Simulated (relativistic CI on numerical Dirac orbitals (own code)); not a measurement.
# Au³⁺: what numerical and physical settings do to a radial Dirac CI calculation

Reference input:

```
atom Au  Z=79  charge=3  electrons=76
nucleus A=197  rms_radius_fm=5.4371
hamiltonian dirac-coulomb  breit=on  qed=on  c_scale=1
orbitals kli  potential=per-configuration
slater_scale 1
correlation none
mixing on
grid step=0.0125 r_max=64.9
scf mixing=0.4 start=green max_iterations=150 tolerance=2e-08 node_fill=0.05
configurations
  [Xe] 4f14 5d8
  [Xe] 4f14 5d7 6s
  [Xe] 4f14 5d7 6p
  [Xe] 4f14 5d6 6s2
  [Xe] 4f14 5d7 6d
end
```

Computed lowest total energy -18996.94976 Ha, first excitation 8229.4 cm⁻¹, 64 SCF steps. Runs with settings changed; * marks those that are bad on purpose (the QED terms keep the true α when c is scaled):

```csv
Changed,Outcome,Lowest level,ΔE (Ha),First excitation (cm⁻¹),SCF steps,Message
speed of light × 0.8,converged,5d8 3F_4,-883,4607.1,65,
Breit term off,converged,5d8 3F_4,-21.7,8229.6,64,
"start potential previous, SCF mixing 0.1",converged,5d8 3F_4,2.85e-09,8229.4,63,
SCF tolerance 0.3 *,converged,5d8 3F_4,0.605,8263.2,15,
charge 5 *,refused,,,,0,"configuration [Xe] 4f14 5d8 has 76 electrons, the ion has 74"
```

With so few configurations and no correlation, terms lie too far apart (by 10 to 50 % near neutrality), their order can be wrong, and levels of other configurations are missing.
